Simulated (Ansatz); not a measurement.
```yaml
crystal:
  periodic: [false, false, false]
  atoms:
    - {symbol: Rb, position_ang: [-0.724903, 2.864575, -0.388844]}
    - {symbol: Rb, position_ang: [-5.279049, 2.383693, -0.258162]}
    - {symbol: Rb, position_ang: [4.395888, -1.154906, 0.067617]}
    - {symbol: Rb, position_ang: [-0.109429, -1.711347, 0.286977]}
    - {symbol: Br, position_ang: [2.505287, -3.664879, 0.415485]}
    - {symbol: Br, position_ang: [1.974306, 1.010830, -0.090663]}
    - {symbol: Br, position_ang: [-2.762102, 0.272032, -0.032410]}
basis:
  gaussian: {orbitals: def2-TZVP, initial_orbitals: start.molden}
magnetization: {spin_polarized: true, initial_magnetization: 1}
hamiltonian: {xc: {name: wB97X-V}}
scf: {omitted_lower_state_checks: [starts]}
output: {orbitals: {seedname: orbitals}}
```

The file start.molden holds the orbitals of an earlier run on this structure, at another level or in another basis.

```sh
$ ansatz run in.yaml --threads 4 --pin off --events-out ev --progress --plain --max-ram 4787MiB
```

(1) Does this run fit into the memory that it is given?

Results:

(1) No. It has 276 basis functions, and Ansatz plans for 8 GiB where 5 GiB are given.
